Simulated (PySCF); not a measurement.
A PySCF script (with the pyscf-properties extension) for the NMR shieldings of SMILES C#C[Si@@H](OCC)O[SiH2]Cl, C4H9ClO2Si2, on a GFN2-xTB geometry:

```python
import basis_set_exchange as bse
import numpy as np
from pyscf import gto, dft
from pyscf.prop import nmr

atoms = """
C     1.088183    2.922380   -1.231733
C     0.943861    1.982536   -0.496228
Si    0.671067    0.526721    0.622743
O    -0.677673   -0.263868    0.222825
C    -1.986473    0.217608    0.094021
C    -2.783372   -0.713775   -0.806261
O     1.848382   -0.563026    0.406358
Si    2.723905   -1.676109   -0.353784
Cl    4.631173   -1.096693   -0.170786
H     1.225296    3.744627   -1.874303
H     0.745490    0.899436    2.030174
H    -2.443698    0.270071    1.089747
H    -1.969769    1.231148   -0.324054
H    -2.321136   -0.760668   -1.788739
H    -3.802088   -0.350559   -0.908336
H    -2.800129   -1.714501   -0.382925
H     2.379809   -1.723028   -1.768079
H     2.518413   -2.925983    0.362943
"""
names = dict.fromkeys(["C", "Si", "O", "Cl", "H"], "pcSseg-1")
basis = {el: gto.basis.parse(bse.get_basis(n, elements=[el], fmt="nwchem")) for el, n in names.items()}
mol = gto.M(atom=atoms, basis=basis, charge=0, verbose=0)
mf = dft.RKS(mol, xc="PBE0")
mf.grids.level = 2
mf.grids.alignment = dft.numint.BLKSIZE   # the property module wants whole blocks of grid points
mf.conv_tol = 1e-9
mf.kernel()

calc = nmr.RKS(mf)   # GIAO
C = mf.mo_coeff
Co = C[:, mf.mo_occ > 0]
resp = mf.gen_response(singlet=True, hermi=2)
def vind(x):   # induced exchange potential for any number of trial vectors
    d = np.einsum("pi,xij,qj->xpq", C, 2 * x.reshape(-1, C.shape[1], Co.shape[1]), Co, optimize=True)
    return np.einsum("xpq,pi,qj->xij", resp(d - d.transpose(0, 2, 1)), C, Co, optimize=True).ravel()
mo1, _ = nmr.rhf.solve_mo1(calc, with_cphf=vind)
sigma = calc.kernel(mo1)
for i, s in enumerate(sigma):   # ppm
    w = np.linalg.eigvalsh((s + s.T) / 2)
    print("%2d %-2s iso %8.1f  s11 %8.1f  s22 %8.1f  s33 %8.1f" % (i, mol.atom_pure_symbol(i), w.mean(), *w))
```

Problem. Give the expected output.

Solution. 
```
 0 C  iso     88.0  s11      1.4  s22      7.2  s33    255.3
 1 C  iso     98.5  s11      2.3  s22      4.5  s33    288.6
 2 Si iso    414.7  s11    391.0  s22    410.3  s33    442.8
 3 O  iso    273.1  s11    240.5  s22    258.7  s33    320.1
 4 C  iso    127.0  s11     98.9  s22    113.9  s33    168.3
 5 C  iso    166.5  s11    148.7  s22    164.9  s33    185.9
 6 O  iso    251.7  s11    189.2  s22    241.6  s33    324.4
 7 Si iso    377.8  s11    357.3  s22    378.9  s33    397.1
 8 Cl iso    912.4  s11    744.4  s22    973.3  s33   1019.4
 9 H  iso     29.9  s11     24.6  s22     24.9  s33     40.2
10 H  iso     27.0  s11     23.7  s22     24.6  s33     32.6
11 H  iso     27.7  s11     22.3  s22     27.5  s33     33.3
12 H  iso     27.6  s11     22.1  s22     29.1  s33     31.7
13 H  iso     30.2  s11     26.4  s22     29.2  s33     35.0
14 H  iso     30.7  s11     26.7  s22     27.5  s33     37.8
15 H  iso     30.1  s11     26.5  s22     28.3  s33     35.6
16 H  iso     26.2  s11     21.9  s22     25.5  s33     31.0
17 H  iso     26.3  s11     21.7  s22     25.2  s33     32.0
```

These numbers come from an equivalent density-fitted implementation of the same equations, which agrees with the script to about 0.01 ppm for H and up to a few tenths of a ppm for heavy atoms, so last digits may differ.

Problem. Turn these shieldings into chemical shifts. Referencing at the same level of theory: TMS for ¹³C (σref 186.93), ²⁹Si (σref 349.16), ¹H (σref 31.72); ¹⁷O (σref 336.08) vs H2O; ³⁵Cl (σref 949.78) against HCl.

Solution. Averaging equivalent atoms: C 0: 99.0; C 1: 88.4; C 4: 59.9; C 5: 20.4; Si 7: -28.6; Si 2: -65.5; O 6: 84.3; O 3: 63.0; Cl 8: 37; H 16: 5.55; H 17: 5.41; H 10: 4.76; H 12: 4.08; H 11: 4.05; H 9: 1.80; H 13/14/15: 1.36 ppm. Experimental scales use liquid or dissolved standards, which lie at an offset from isolated H2O (liquid H2O: subtract about 36 ppm).

Size and cost of the density-fitted run: 219 basis functions, 72 s wall time on 1 thread of an Arm Neoverse N1, shared host; peak memory 0.98 GiB.
